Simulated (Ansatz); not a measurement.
Two isomers of ClH5OSSi2: A = `O[SiH2]S[SiH2]Cl`, B = `[SiH3]O[SiH](S)Cl`.

Gas-phase electronic energies from Ansatz, PBE0-D4/def2-TZVP geometries. CCSD(T)/CBS adds triple-zeta CCSD(T) − MP2 to the extrapolated MP2 energy (def2 sets, frozen cores). Functionals use def2-TZVPP. B3LYP here is the variant with VWN-RPA as its local correlation; programs differ in this. One conformer a species, not always the lowest.

A:

```xyz
10

O    -1.3274    0.2466    1.2750
Si   -0.0813   -0.8151    1.3154
S     0.5889   -1.3408   -0.6528
Si    0.6949    0.6241   -1.4444
Cl   -1.1382    1.2665   -2.1269
H    -2.0381    0.0939    0.6490
H     0.9842   -0.1290    2.0758
H    -0.4314   -2.1188    1.9299
H     1.6050    0.5873   -2.6077
H     1.1433    1.5853   -0.4133
```

B:

```xyz
10

Si    0.095   -1.585   -0.758
O     0.553   -0.500    0.390
Si    0.233    0.943    1.045
S     0.423    2.547   -0.330
Cl   -1.677    0.889    1.792
H    -0.877   -2.541   -0.173
H     1.306   -2.306   -1.213
H    -0.534   -0.875   -1.902
H     1.184    1.194    2.140
H    -0.705    2.233   -0.991
```

Task: Which isomer does CCSD(T)/CBS put lower? Give the gap. (Best estimate.)

Result: Ansatz gave: B, by 45.1 kJ/mol.

Task: Give E(B) − E(A) in kJ/mol with ωB97M-V, PBE0-D4, B3LYP-D4, B3LYP, r2SCAN-D4, PBE-D4, CCSD/def2-TZVPP. (Best estimate.)

Result: Ansatz gave: ωB97M-V -44.4, PBE0-D4 -34.5, B3LYP-D4 -48.4, B3LYP -50.9, r2SCAN-D4 -40.8, PBE-D4 -29.7, CCSD/def2-TZVPP -52.6. None reverses the order clearly.

Largest T1 diagnostic: 0.011.

From PBE to PBE0 (25 % exact exchange), in def2-TZVPP and without D4, E(B) − E(A) moves by −4.5 kJ/mol. In def2-TZVPP, CCSD(T) changes the Hartree–Fock value by +18.6 kJ/mol (the triples alone add +3.8 kJ/mol) and MP2 by +22.6 kJ/mol.
